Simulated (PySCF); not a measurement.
## AsN: energy against distance

Set-up: As def2-TZVPPD, N def2-TZVPPD; no relativity (PySCF 2.14). Energies in eV from As + N in their ground configurations at the same level. State: ¹Σ⁺ (singlet), closed shell.

Curves on a restricted Hartree–Fock reference rise too fast on stretching and do not dissociate correctly.

| R (Å) | RHF | MN15 | RHF-CCSD |
| --- | --- | --- | --- |
| 1.381 | 1.7801 | -2.616 |  |
| 1.445 | 0.6304 | -3.808 | -3.049 |
| 1.510 | 0.0553 | -4.450 | -3.764 |
| 1.558 | -0.0937 | -4.663 | -4.033 |
| 1.606 | -0.0575 | -4.701 | -4.127 |
| 1.654 | 0.1230 | -4.603 | -4.087 |
| 1.718 | 0.5319 | -4.316 | -3.878 |
| 1.799 | 1.2316 | -3.782 | -3.447 |
| 1.895 | 2.2384 | -2.990 | -2.783 |
| 2.024 | 3.7063 | -1.824 |  |

**Question.** Put a parabola through the three lowest points of the RHF curve and estimate Re, k and ωe (reduced mass 11.8 u; 1 eV/Å² = 0.16022 mdyn/Å; ωe = 1302.8·√(k/μ) cm⁻¹).

**Answer.** Through R = 1.51, 1.558, 1.606 Å the second-order coefficient is 40.2 eV/Å², so Re ≈ 1.573 Å, k ≈ 12.9 mdyn/Å and ωe ≈ 1361 cm⁻¹. A polynomial fit of higher order to the unrounded RHF energies gives Re = 1.571 Å, k = 11.9 mdyn/Å, ωe = 1307 cm⁻¹; anharmonicity and rounding make the difference.

The higher-order fit for each curve: RHF: Re = 1.571 Å, ωe = 1307 cm⁻¹, De = 0.100 eV; MN15: Re = 1.594 Å, ωe = 1197 cm⁻¹, De = 4.71 eV; RHF-CCSD: Re = 1.614 Å, ωe = 1128 cm⁻¹, De = 4.13 eV.

Correlated steps freeze 10 core orbitals. Where the molecule has an RHF reference, its open-shell atoms are computed with UHF.
